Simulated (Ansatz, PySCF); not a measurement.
Species: sum formula BeHSBr (charge 0, singlet). 
Structure (B3LYP-D3(BJ)/def2-TZVP (Ansatz, a program for electronic structure) minimum search):
```
Be
S 1 1.8997
H 2 1.3469 1 92.21
Br 1 1.9613 3 146.44 2 -180.00
```

Total electronic energies in hartree. Cores are frozen in the correlated levels unless marked. Spin-orbit coupling is left out. Frozen are the shells of the preceding noble gas and the d and f shells that filled before the atom's block. No relativistic terms. CBS marks a two-point X^-3 extrapolation of the correlation energy; Hartree-Fock from the larger set.

```csv
level,program,energy (Eh)
HF/STO-3G,Ansatz,-2953.00757
RI-HF/def2-TZVPP,Ansatz,-2985.30159
BP86-D3(BJ)/def2-TZVPD,PySCF + dftd3,-2988.13551
TPSS-D3(BJ)/def2-TZVPD,PySCF + dftd3,-2987.76107
wB97M-V/def2-TZVPD,Ansatz,-2987.64712
CCSD/6-31G*,Ansatz,-2985.25711
CCSD/def2-TZVPPD,Ansatz,-2985.71083
CCSD(T)/6-31G*,Ansatz,-2985.26541
"CCSD(T)/CBS(def2-TZVPPD,def2-QZVPPD)",Ansatz,-2985.8605
```

Totals of different functionals don't rank their quality; only differences between species are comparable.
